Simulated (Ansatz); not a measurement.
Stepwise reaction of `[NH]=[V]([NH2])([NH2])[Cl]` with water, as a gas-phase model of exchange steps in deposition or etching. ΔE in kJ/mol; ΔG adds harmonic PBE0-D4 terms to CCSD(T)/CBS, at 1 bar.

Isolated molecules relaxed with PBE0-D4/def2-TZVP in Ansatz; ΔE leaves out vibrations. CCSD(T)/CBS is the MP2 limit (def2-TZVPP, def2-QZVPP) plus CCSD(T) − MP2 in def2-TZVPP, frozen cores. This one scheme is used for every species. DFT in def2-TZVPP. B3LYP here is the variant with VWN-RPA as its local correlation; programs differ in this. For V outer-core shells are correlated without core-valence functions, which leaves a few kJ/mol of doubt a bond. Scalar relativity is left out up to krypton. Each species was taken in one conformer, which may not be the lowest.

```json
{"step": "1", "reaction": "`[NH]=[V]([NH2])([NH2])[Cl]` + H₂O → `[NH]=[V]([NH2])([OH])[Cl]` + NH₃", "PBE-D4": "-45.5", "B3LYP-D4": "-44.9", "ωB97M-V": "-44.3", "CCSD(T)/CBS": "-37.7", "ΔG(400 K)": "-34.0"}
{"step": "2", "reaction": "`[NH]=[V]([NH2])([OH])[Cl]` + H₂O → `[NH]=[V]([OH])([OH])[Cl]` + NH₃", "PBE-D4": "-25.7", "B3LYP-D4": "-24.2", "ωB97M-V": "-23.9", "CCSD(T)/CBS": "-16.0", "ΔG(400 K)": "-14.5"}
```

(1) By hand: ΔE of the 2 steps together at CCSD(T)/CBS.

Results:

(1) (-37.7) + (-16.0) = -53.7 kJ/mol, or -26.9 kJ/mol a step.

In ΔE each step is higher than the one before. All are downhill at CCSD(T)/CBS. ΔG lies between -34.0 and -14.5 kJ/mol a step. PBE-D4 differs from CCSD(T)/CBS by -9.7 to -7.8 kJ/mol a step. Only this route is followed, and other bonds may react first. Isolated molecules leave out the surface, adducts and barriers. Largest T1 diagnostic: 0.031.
